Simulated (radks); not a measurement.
Problem. Method: scalar-relativistic Kohn-Sham, LB94 model potential, spin-unpolarised, spherical densities, finite nucleus; Fermi nuclear charge, rms radius of each element as measured or else 0.836 A^(1/3) + 0.57 fm; computed with a radial shooting solver on a logarithmic mesh with Libxc functionals. Response by self-consistent Sternheimer equations with the Hartree and adiabatic LDA kernel, the relativistic mass of each level held fixed and spin-orbit coupling left out. For heavy and open-shell atoms this level of theory can miss by tens of per cent. Rank Cu+, Br7+, Ni, Ga3+, Kr8+, Ge4+, As5+, Zn2+, Se6+ (NIST ground configurations) by static dipole polarisability, largest first.

Solution. Ni 34.67, Cu+ 5.923, Zn2+ 2.564, Ga3+ 1.375, Ge4+ 0.8372, As5+ 0.5537, Se6+ 0.3882, Br7+ 0.2840, Kr8+ 0.2147 bohr^3.
